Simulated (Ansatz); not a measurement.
`C[Si](C)(F)Cl`, relaxed with RKS PBE0-D4/def2-TZVP in Ansatz from a PBE-D4/def2-SVP geometry. The force threshold is 0.005 eV/Å; the program also tests the step.

Total charge 0; spin multiplicity 1.

Start:

```xyz
11

C     0.270    0.817    1.367
Si   -0.143   -0.589    0.211
C    -0.018   -0.178   -1.605
F     0.874   -1.838    0.529
Cl   -2.069   -1.268    0.628
H    -0.423    1.668    1.207
H     0.179    0.493    2.423
H     1.306    1.173    1.196
H    -0.724    0.634   -1.871
H    -0.262   -1.065   -2.224
H     1.009    0.154   -1.860
```

(1) By how much does the energy fall, and how many steps does the optimiser take? (Estimate.)

(2) Which bonds change most? (Estimate.)

(3) Give the relaxed structure. (Estimate.)

## Answers

(1) Computed: 7.10 kJ/mol, in 6 steps.

(2) Computed: Si2–F4 from 1.642 to 1.598 Å; Si2–Cl5 from 2.084 to 2.056 Å; C1–Si2 from 1.866 to 1.847 Å; Si2–C3 from 1.866 to 1.847 Å.

(3) The calculation gave: 
```xyz
11

C     0.266    0.808    1.354
Si   -0.138   -0.583    0.209
C    -0.018   -0.178   -1.589
F     0.852   -1.798    0.521
Cl   -2.036   -1.259    0.618
H    -0.416    1.647    1.197
H     0.178    0.487    2.394
H     1.288    1.157    1.185
H    -0.710    0.626   -1.850
H    -0.263   -1.051   -2.197
H     0.996    0.144   -1.841
```
